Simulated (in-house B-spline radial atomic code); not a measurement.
Atomic self-consistent-field run: Ga¹⁵⁺. Computed with an all-electron radial atomic-structure program (B-spline basis): non-relativistic LDA exchange-only, spin-polarised, spherical fractional occupations, point nucleus.

Command:
```bash
python run_scf.py task.json out
```
Settings:
```
Z                31
configuration    [Ne] 3s2 3p4
hamiltonian      nr
method           lda,
spin_polarised   True
```

Output (hartree, bohr):
```
 radial grid: 41 intervals, B-splines of order 8, outer radius 4.3949 bohr

 iter        energy (Eh)    residual
    1       -1795.546237    2.27e+00
    2       -1808.070312    3.94e-01
    3       -1808.493572    1.59e-01
    4       -1808.563487    6.41e-02
    5       -1808.576504    1.26e-02
    6       -1808.577036    1.67e-05
    7       -1808.577036    1.16e-06
    8       -1808.577036    3.31e-08

 total energy                     -1808.57704
 kinetic                            1808.5770
 electron-nucleus                  -4007.1512
 Hartree                             443.6031
 exchange-correlation                -53.6060

 orbital      occ     eigenvalue          <r>       <r^2>       <1/r>     <1/r^2>     <1/r^3>       r_max
 1s up      1.000      -389.4451    0.0495065   0.0032833     30.4573     1865.92           -     0.03266
 1s down    1.000      -389.3667    0.0495013  0.00328264     30.4602     1866.23           -     0.03266
 2s up      1.000       -64.3037     0.220331   0.0570737     6.71097      183.93           -      0.1856
 2s down    1.000       -64.2266     0.220157   0.0569655     6.71417     184.034           -      0.1857
 2p up      3.000       -59.2972     0.190868    0.044462     6.67757     60.7965     851.905      0.1475
 2p down    3.000       -59.2050     0.190784   0.0444044     6.67817      60.795     851.751      0.1476
 3s up      1.000       -21.1874     0.572321    0.372336     2.51977     39.1885           -      0.5302
 3s down    1.000       -20.9329     0.573754     0.37433     2.51209     38.9363           -      0.5305
 3p up      3.000       -19.5321     0.561353    0.363017     2.45684      12.841     170.313      0.5142
 3p down    1.000       -19.2770     0.562878    0.365206     2.45074     12.7856     169.519      0.5145
```

Time taken, with all properties: 0.04 s on 1 thread of Intel(R) Xeon(R) 6975P-C (shared host).
